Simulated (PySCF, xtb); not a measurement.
Si(F)(Br)(Me)(NH2) (CH₅BrFNSi), SMILES C[Si](N)(F)Br. One conformer was computed; it need not be the lowest.

Harmonic wavenumbers (cm⁻¹) from xtb with GFN2-xTB at its own minimum, in rising order: 91, 104, 137, 170, 201, 211, 257, 399, 421, 725, 770, 807, 829, 871, 966, 1388, 1473, 1474, 1498, 3033, 3035, 3042, 3505, 3543.

Problem. What does PBE-D3(BJ)/def2-SVP (PySCF 2.14.0) give at its own minimum? (The exact figures need the calculation; the answer reports its results.)

Solution. 133, 142, 151, 229, 238, 251, 298, 371, 421, 677, 719, 765, 839, 848, 918, 1226, 1375, 1380, 1481, 2984, 3082, 3101, 3492, 3592. Paired by order, the mean absolute difference is 46 cm⁻¹ and the zero-point energies are 41.4 and 41.0 kcal/mol.
